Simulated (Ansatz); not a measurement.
Consider the redistribution: `F[SiH2]S[SiH2]Cl` + `BC(F)CC` → `BC(F)[SiH2]F` + `CCS[SiH2]Cl`.

Calculated with Ansatz (gas phase, PBE0-D4/def2-TZVP geometries, no zero-point term in ΔE). CCSD(T)/CBS is the MP2 limit (def2-TZVPP, def2-QZVPP) plus CCSD(T) − MP2 in def2-TZVPP, frozen cores. DFT in def2-TZVPP. B3LYP here is the variant with VWN-RPA as its local correlation; programs differ in this. Each species was taken in one conformer, which may not be the lowest.

Problem. Is it downhill or uphill in electronic energy at CCSD(T)/CBS, and by how much? (An estimate is asked.)

Solution. Ansatz gave: Uphill: ΔE = +20.3 kcal/mol.

Problem. What do these levels give: ωB97M-V, PBE, r2SCAN, B3LYP, HF/def2-QZVPP, HF/CBS(def2)? (An estimate is asked.)

Solution. Ansatz gave: ωB97M-V 19.6, PBE 17.7, r2SCAN 19.2, B3LYP 18.6, HF/def2-QZVPP 22.4, HF/CBS(def2) 22.4 kcal/mol.

Largest T1 diagnostic among the species: 0.013.

From PBE to PBE0 (25 % exact exchange), in def2-TZVPP and without D4, ΔE moves by +1.8 kcal/mol. In def2-TZVPP, CCSD(T) changes the Hartree–Fock value by −2.2 kcal/mol (the triples alone add −0.5 kcal/mol) and MP2 by −1.7 kcal/mol.
